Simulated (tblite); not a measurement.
Compound: C5H9FSi2.
Cartesian coordinates in Å at the GFN2-xTB level; atoms count from 1:
```xyz
17
C5H9FSi2 angstrom
C      2.396   -0.796    0.650
C      2.050   -0.188   -0.476
Si     0.345    0.543   -0.808
Si    -0.453    2.334    0.479
C     -1.451    0.798    0.994
F     -2.438    0.708    1.924
C     -1.020   -0.245    0.269
C     -1.513   -1.647    0.331
H      1.692   -0.930    1.456
H      3.386   -1.191    0.820
H      2.798   -0.077   -1.252
H      0.086    0.405   -2.252
H     -1.291    3.394   -0.088
H      0.307    2.927    1.585
H     -0.675   -2.333    0.458
H     -2.012   -1.907   -0.603
H     -2.215   -1.784    1.152
```

All values are computed: GFN2-xTB (tblite) harmonic vibrations without scaling, gas phase. Against measured fundamentals such values can be off by several per cent, at times by over 20. Modes of hydrogen on silicon can be 10 to 20 % off. One conformer, not necessarily the lowest.

Harmonic wavenumbers (cm⁻¹): 52.2, 65.5, 102.3, 112.2, 136.9, 225.2, 251.8, 304.6, 337.1, 361.4, 381.9, 399.6, 438.5, 458.3, 517.2, 527.3, 534.0, 625.4, 639.4, 719.4, 773.1, 802.3, 915.5, 1003.8, 1012.9, 1023.0, 1029.1, 1099.9, 1188.7, 1271.9, 1394.9, 1415.8, 1472.8, 1479.9, 1619.8, 1655.8, 2141.5, 2202.1, 2218.9, 2988.6, 3005.3, 3014.4, 3028.3, 3072.2, 3099.0.

A = 1827, B = 1108, C = 848.9 MHz; mass 144.023 u (most abundant isotopes); point group C1, symmetry number 1.

Task: Zero-point energy?

Result: Half the sum of the wavenumbers: 25560 cm⁻¹ = 305.76 kJ/mol.

Task: What is S at 500 K and 1 bar for an ideal gas of classical rigid rotors and harmonic oscillators?

Result: Translation 181.59, rotation 130.36, vibration 230.75: S = 542.7 J/(mol K).

Task: And Cp and H(500 K) − H(0)?

Result: Cp = 240.70 J/(mol K), of which vibrations give 207.44 (their classical limit is 45 R = 374.2); H(500 K) − H(0) = 74.92 kJ/mol without the zero-point energy, 58.29 from vibrations.

Task: How do the functions run with temperature in this model?

Result: 
```
 T (K)  S (J/(mol K))  Cp (J/(mol K))  H − H(0) (kJ/mol)  G − H(0) (kJ/mol)  ln q(vib)
   150          337.0           111.0              10.59             -39.96       3.34
   250          405.2           158.3              24.14             -77.16       6.38
298.15          434.8           177.7              32.24             -97.39       7.84
   400          492.1           212.9              52.19            -144.65      10.87
   600          588.7           263.4             100.16            -253.03      16.47
   900          705.4           311.4             187.00            -447.83      23.98
```

q(vib) and H(0) count from the zero-point level.

Task: Which modes carry the vibrational entropy at 500 K?

Result: 52.2 cm⁻¹: 24.08; 65.5 cm⁻¹: 22.20; 102.3 cm⁻¹: 18.51; 112.2 cm⁻¹: 17.75; 136.9 cm⁻¹: 16.11; 225.2 cm⁻¹: 12.07 J/(mol K); the other 39 give 120.02 together.

Task: What must be added to the electronic energy to get the Gibbs energy at 500 K and 1 bar?

Result: ZPE + [H(500 K) − H(0)] − T·S = 305.76 + 74.92 − 271.35 = 109.33 kJ/mol.

Hindered rotation and anharmonicity are outside this model. Other conformers, if any are populated, would add a mixing term that is left out. The structure is chiral; the term R ln 2 for an equal mix with its mirror image is left out.
